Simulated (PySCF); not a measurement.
The same groups moved round the core (furan mercapto+boryl). Isolated molecules, 0 K electronic values unless said otherwise. One relaxed conformer stands for each flexible species; it need not be the lowest. Strings in code marks are SMILES.

Quantity: electronic energy of isomers of C4H5BOS relative to `Bc1occc1S`, in eV.

Level 1: PBE0-D3(BJ)/def2-TZVP // PBE0-D3(BJ)/def2-SVP (PySCF)
Level 2: ωB97X-D3(BJ)/def2-TZVP // PBE0-D3(BJ)/def2-SVP (PySCF)
Level 3: PBE/6-31G* // PBE0-D3(BJ)/def2-SVP (PySCF)
Level 4: HF/3-21G // PBE0-D3(BJ)/def2-SVP (PySCF)

```tsv
species	level 2	level 3	level 4
`Bc1cc(S)co1`	0.085	0.139	-0.090
`Bc1ccoc1S`	0.090	0.180	0.162
`Bc1ccc(S)o1`	0.025	0.027	-0.007
```

Task: What does level 1 give for each, and how far do the other levels lie from it on average?

Result: 
- `Bc1cc(S)co1`: 0.126
- `Bc1ccoc1S`: 0.126
- `Bc1ccc(S)o1`: 0.014
Mean absolute difference from level 1, which has limits of its own, over these rows (drawn at random from the members that have all these levels): level 2 0.029 eV, level 3 0.027 eV, level 4 0.091 eV.
